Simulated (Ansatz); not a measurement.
`F[SiH](Cl)C#C[SiH2]Cl` + H₂ → `Cl[SiH2]C#C[SiH2]Cl` + H–F  (hydrogenolysis of the Si–F bond)

Gas-phase electronic energies from Ansatz, PBE0-D4/def2-TZVP geometries. CCSD(T)/CBS is the MP2 limit (def2-TZVPP, def2-QZVPP) plus CCSD(T) − MP2 in def2-TZVPP, frozen cores. This one scheme is used for every species. DFT in def2-TZVPP. B3LYP here is the variant with VWN-RPA as its local correlation; programs differ in this.

CCSD(T)/CBS gives +120.3 kJ/mol.

(1) Another level gave +124.1 kJ/mol. Which?
A. HF/def2-TZVPP
B. B97M-V/def2-TZVPP
C. PBE/def2-TZVPP
D. B3LYP-D4/def2-TZVPP

Largest T1 diagnostic among the species: 0.011.

Results:

(1) D. B3LYP-D4 124.1, PBE 114.5, B97M-V 130.2, HF/def2-TZVPP 119.5 kJ/mol.

At CCSD(T), def2-SVP lies −11.7 kJ/mol from the extrapolated value and def2-TZVPP −0.7 kJ/mol. From r2SCAN to r2SCAN0 (25 % exact exchange), in def2-TZVPP and without D4, ΔE moves by −5.0 kJ/mol.
